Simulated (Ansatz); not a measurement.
One change: `N[Si](F)([SiH3])S` becomes `N[Si](F)([SiH3])Cl`.

Ansatz, PBE0-D4/def2-TZVP geometries, multiplicity 1. Each molecule was computed in one conformer, which needn't be the lowest.

| property | `N[Si](F)([SiH3])S` |
| --- | --- |
| LUMO energy (ωB97M-V/def2-TZVPP) / eV | 1.67 |
| HOMO energy (PBE0/def2-TZVPP) / eV | -7.48 |
| LUMO energy (PBE/def2-TZVPP) / eV | -0.98 |
| size of the dipole moment (B3LYP/def2-TZVPP) / D | 2.63 |
| HOMO energy (B3LYP/def2-TZVPP) / eV | -7.24 |
| HOMO–LUMO gap (ωB97M-V/def2-TZVPP) / eV | 11.26 |

(1) What does the change do to each property? (Estimate.)

Answers

(1) The calculation gave: 
| property | `N[Si](F)([SiH3])Cl` | shift |
| --- | --- | --- |
| LUMO energy (ωB97M-V/def2-TZVPP) / eV | 1.55 | -0.12 |
| HOMO energy (PBE0/def2-TZVPP) / eV | -8.12 | -0.64 |
| LUMO energy (PBE/def2-TZVPP) / eV | -1.10 | -0.12 |
| size of the dipole moment (B3LYP/def2-TZVPP) / D | 2.35 | -0.28 |
| HOMO energy (B3LYP/def2-TZVPP) / eV | -7.87 | -0.63 |
| HOMO–LUMO gap (ωB97M-V/def2-TZVPP) / eV | 11.88 | 0.62 |

With PBE0 the HOMO falls by 0.64 eV and the LUMO falls by 0.12 eV, so the gap widens by about 0.52 eV. PBE moves the HOMO by -0.42 eV and ωB97M-V by -0.73 eV. Dipoles are sizes alone; their direction can turn.

B3LYP here is the variant with VWN-RPA as its local correlation; programs differ in this.
